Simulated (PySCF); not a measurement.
C6H8N2, SMILES Nc1ccc(N)cc1. Geometry: PBE-D3(BJ)/def2-SVP. The values are those of a single conformer.

These are PBE-D3(BJ)/def2-SVP in PySCF values and carry that method's errors.

Harmonic wavenumbers (cm⁻¹): 142, 265, 266, 312, 345, 407, 416, 461, 498, 563, 592, 640, 711, 766, 777, 807, 846, 899, 909, 987, 1034, 1078, 1115, 1151, 1268, 1292, 1316, 1385, 1452, 1521, 1571, 1579, 1593, 1662, 3092, 3093, 3107, 3110, 3475, 3476, 3577, 3577. Rotational constants (GHz): 5.477, 1.452, 1.150; symmetry number 2.

Problem. Work out the zero-point energy and the ideal-gas rigid-rotor harmonic-oscillator thermochemistry at 298.15 K and 1 atm.

Solution. ZPE = ½ Σ hcν = ½ × 57131 cm⁻¹ = 81.67 kcal/mol. H − E(el) = 86.97 kcal/mol. Entropy in cal/(mol K): translation 39.95, rotation 26.58, vibration 15.12, total 81.65. G − E(el) = 62.62 kcal/mol. Cp = 32.05 cal/(mol K). Modes under 150 cm⁻¹ make the vibrational entropy uncertain.
